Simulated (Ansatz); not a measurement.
Consider the ligand exchange at a B–C bond: `CC(C)BO` + `OBF` → `OBOBF` + propane.

Isolated molecules relaxed with PBE0-D4/def2-TZVP in Ansatz; ΔE leaves out vibrations. CBS: MP2 limit from def2 TZ/QZ plus the TZ coupled-cluster correction, frozen cores. This one scheme is used for every species. Functionals use def2-TZVPP. B3LYP here is the variant with VWN-RPA as its local correlation; programs differ in this. HSE06 is defined as in plane-wave codes. Each species was taken in one conformer, which may not be the lowest.

`CC(C)BO`:

Cartesian coordinates in Å:
```
C -0.082 -0.971 1.146
C 0.303 0.055 0.078
C 0.482 -0.628 -1.279
B -0.806 1.167 -0.023
O -0.586 2.481 0.217
H -0.171 -0.521 2.138
H 0.665 -1.769 1.208
H -1.042 -1.437 0.908
H 1.265 0.506 0.366
H 1.230 -1.425 -1.220
H 0.804 0.072 -2.054
H -0.456 -1.081 -1.613
H -1.935 0.882 -0.326
H 0.327 2.669 0.456
```

`OBF`:

```xyz
5

O    -0.052    0.526    0.854
B    -0.007   -0.392   -0.127
F     0.126   -0.012   -1.397
H     0.020    1.431    0.535
H    -0.087   -1.552    0.135
```

`OBOBF`:

Z-matrix (Å, degrees):
```
B
O 1 1.365
O 1 1.352 2 118.5
H 1 1.197 2 119.0 3 -177.6
B 2 1.345 1 136.5 3 -41.0
H 3 0.959 1 113.1 2 -178.1
F 5 1.327 2 120.1 1 -25.1
H 5 1.193 2 120.8 1 157.4
```

`CCC`:

Cartesian coordinates in Å:
```
C 0.347 -0.877 -0.873
C -0.402 0.328 -0.329
C -0.049 0.635 1.116
H 0.124 -1.775 -0.289
H 1.428 -0.719 -0.831
H 0.081 -1.083 -1.912
H -0.187 1.203 -0.951
H -1.481 0.156 -0.413
H -0.596 1.503 1.490
H 1.020 0.843 1.224
H -0.284 -0.213 1.767
```

```csv
level,ΔE (kJ/mol),difference from CCSD(T)/CBS
LDA (SPW92),-111.2,4.2
PBE-D4,-109.4,6.0
revPBE-D4,-107.8,7.6
BLYP-D4,-118.6,-3.2
r2SCAN-D4,-119.2,-3.8
B97M-V,-121.9,-6.5
B3LYP-D4,-121.8,-6.4
r2SCANh-D4,-119.8,-4.4
r2SCAN0-D4,-120.8,-5.4
HSE06-D4,-113.5,1.9
BHLYP-D4,-127.6,-12.2
CAM-B3LYP-D4,-124.0,-8.6
ωB97X-V,-116.6,-1.2
B2PLYP,-122.2,-6.8
PBE-QIDH,-116.5,-1.1
PBE,-112.0,3.4
revPBE,-112.8,2.6
BLYP,-123.5,-8.1
r2SCAN,-120.0,-4.6
PBE0,-115.7,-0.3
B3LYP,-125.7,-10.3
r2SCANh,-120.7,-5.3
r2SCAN0,-121.7,-6.3
HSE06,-115.7,-0.3
BHLYP,-130.7,-15.3
LC-ωPBE,-116.2,-0.8
RPA@PBE/def2-TZVPP,-111.8,3.6
HF/def2-SVP,-144.2,-28.8
MP2/def2-SVP,-123.7,-8.3
CCSD/def2-SVP,-125.6,-10.2
CCSD(T)/def2-SVP,-123.5,-8.1
HF/def2-TZVPP,-140.7,-25.3
SCS-MP2/def2-TZVPP,-117.5,-2.1
CCSD/def2-TZVPP,-117.6,-2.2
HF/def2-QZVPP,-141.8,-26.4
MP2/def2-QZVPP,-114.6,0.8
SCS-MP2/def2-QZVPP,-118.5,-3.1
HF/CBS(def2),-142.0,-26.6
MP2/CBS(def2),-114.6,0.8
CCSD/CBS(def2),-118.6,-3.2
CCSD(T)/CBS,-115.4,0
```

Largest T1 diagnostic among the species: 0.014.

The D4 term adds +3.9 kJ/mol with B3LYP and +2.3 kJ/mol with PBE0; it sums over pairs of atoms, weighted by their polarisabilities, and B3LYP, whose exchange is more repulsive, gets the larger term. In def2-TZVPP, CCSD(T) changes the Hartree–Fock value by +26.4 kJ/mol (the triples alone add +3.2 kJ/mol) and MP2 by +27.2 kJ/mol.
